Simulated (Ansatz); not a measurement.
Reaction (isomerisation): `CB([SiH3])S` → `CBS[SiH3]`

Calculated with Ansatz (gas phase, PBE0-D4/def2-TZVP geometries, no zero-point term in ΔE). CCSD(T)/CBS is the MP2 limit (def2-TZVPP, def2-QZVPP) plus CCSD(T) − MP2 in def2-TZVPP, frozen cores. DFT in def2-TZVPP. One conformer a species, not always the lowest.

CCSD(T)/CBS gives -65.0 kJ/mol.

Q: Another level gave -76.4 kJ/mol. Which?
A. PBE0-D4/def2-TZVPP
B. SCS-MP2/def2-TZVPP
C. HF/def2-TZVPP
D. PBE-D4/def2-TZVPP

A: C. HF/def2-TZVPP -76.4, SCS-MP2/def2-TZVPP -70.0, PBE-D4 -54.0, PBE0-D4 -59.2 kJ/mol.

Q: What do rigid-rotor, harmonic-oscillator terms from PBE0-D4/def2-TZVP frequencies (298.15 K, 1 bar) make of the CCSD(T)/CBS value? (Estimate.)

A: Ansatz gave: ΔZPE = +3.0 kJ/mol, ΔH = -62.4 kJ/mol, ΔS = -5 J/(mol·K), ΔG = -60.9 kJ/mol.

Largest T1 diagnostic among the species: 0.014.

In def2-TZVPP, CCSD(T) changes the Hartree–Fock value by +14.3 kJ/mol (the triples alone add +1.3 kJ/mol) and MP2 by +5.8 kJ/mol. From BLYP to BHLYP (50 % exact exchange), in def2-TZVPP and without D4, ΔE moves by −9.5 kJ/mol.
